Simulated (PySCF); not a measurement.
Rotational lines of SiSe

Lines J+1 ← J of the vibrational ground state, computed from RHF-CCSD(T) constants of SiSe, ¹Σ⁺ (singlet), closed shell (PySCF, spin-free X2C with a Gaussian nucleus, basis sets Si x2c-TZVPPall, Se x2c-TZVPPall; masses 27.9769 and 79.9165 u), in MHz:

```json
{"J": "5", "ν (MHz)": "68100.5"}
{"J": "6", "ν (MHz)": "79449.7"}
{"J": "7", "ν (MHz)": "90798.5"}
{"J": "8", "ν (MHz)": "102146.8"}
{"J": "9", "ν (MHz)": "113494.6"}
```

(1) Find B0 and the effective bond length r0; with αe = 0.000750 cm⁻¹, find Re.

Correlated steps freeze 14 core orbitals. Where the molecule has an RHF reference, its open-shell atoms are computed with UHF.

Results:

(1) ν = 2B0(J+1) − 4D(J+1)³ gives B0 = 0.18931 cm⁻¹. With the reduced mass μred = 20.722 u, r0 = √(16.8576/(μred·B0)) (u, cm⁻¹, Å) = 2.0730 Å. Be = B0 + αe/2 = 0.18968 cm⁻¹ gives Re = 2.071 Å.
